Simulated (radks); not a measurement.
The samarium anion Sm- inside a hard spherical wall (all orbitals vanish at R), configuration held at [Xe] 4f7 6s2 and not refilled when levels cross. Calculated with a radial shooting solver on a logarithmic mesh with Libxc functionals: scalar-relativistic Kohn-Sham, PBEsol, spin-polarised, spherical densities, point nucleus; open shells are filled with parallel spins first (spin-orbit coupling, left out, can overturn this in heavy ions). Eigenvalues in eV for spin up, with the zero of energy where the potential of the charges vanishes at infinity; a dash marks a level that is unbound or too diffuse for the functional's potential to be trusted. A positive occupied level is held by the wall or, in an anion where self-interaction has pushed it up, behind a barrier. The pressure on the wall is -dE/dV.

| R (bohr) | E (hartree) | kinetic (hartree) | e(5s) | e(5p) | e(6s) | e(6p, empty) | e(5d, empty) | e(4f) | pressure (GPa) |
|---|---|---|---|---|---|---|---|---|---|
| 15 | -10423.7198 | 11142.273 | -37.722 | -17.819 | 0.236 | - | - | 3.473 | 0.0351 |
| 12 | -10423.7064 | 11142.277 | -36.658 | -16.808 | 0.762 | - | - | 4.599 | 0.107 |
| 8 | -10423.6311 | 11142.481 | -33.832 | -14.089 | 2.730 | - | - | 7.496 | 1.69 |
| 6 | -10423.4372 | 11143.035 | -30.714 | -11.142 | 6.331 | 10.562 | 8.683 | 10.761 | 12.1 |
| 3 | -10418.7965 | 11158.811 | -10.065 | 9.644 | 59.887 | 77.495 | 37.116 | 35.289 | 1840 |
| 2 | -10396.6998 | 11226.436 | 42.654 | 70.838 | 229.25 | 263.47 | 117.17 | 88.756 | 32000 |
| 1.5 | -10339.1391 | 11391.534 | 163.74 | 208.91 | 558.79 | 608.38 | 279.13 | 172.12 | 228000 |
